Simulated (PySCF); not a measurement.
Two-component Hartree-Fock for As¹⁵⁺ (arsenic, charge +15)

Start: [Ar]. Calculated with PySCF 2.14 in an even-tempered Gaussian basis (20 s from 1.3 bohr⁻², ratio 2.4; 14 p from 1.7 bohr⁻², ratio 2.4; 5 d from 9.5 bohr⁻², ratio 2.6; 4 f from 14 bohr⁻², ratio 2.6): generalised Hartree-Fock with the X2C-1e Hamiltonian and a Gaussian nucleus; one run each with spin-orbit coupling (SO) switched off, then screened by Boettger's factors.

| spinor shell | electrons | ε, spin-free (eV) | ε, screened SO (eV) | weight of nominal j (screened SO) | rms radius, screened SO (bohr) |
| --- | --- | --- | --- | --- | --- |
| 1s1/2 | 2 | -12462.0 | -12461.7 | 1.000 | 0.0524 |
| 2s1/2 | 2 | -2092.4 | -2092.3 | 1.000 | 0.218 |
| 2p1/2 | 2 | -1894.2 | -1919.6 | 1.000 | 0.192 |
| 2p3/2 | 4 | -1894.2 | -1882.0 | 1.000 | 0.195 |
| 3s1/2 | 2 | -659.34 | -659.32 | 1.000 | 0.566 |
| 3p1/2 | 2 | -590.12 | -595.04 | 1.000 | 0.562 |
| 3p3/2 | 4 | -590.12 | -587.74 | 1.000 | 0.569 |

```
   quantity    spin-free  screened SO
E (hartree)  -2150.50995  -2150.61146
        M_J            0            0
       ⟨J²⟩        0.000        0.000
       ⟨L²⟩        0.000        0.002
       ⟨S²⟩        0.000        0.002
```

Without spin-orbit coupling the j labels of p, d and f shells carry no meaning; the spin-free column gives the mean over the occupied spinors of each nl shell.
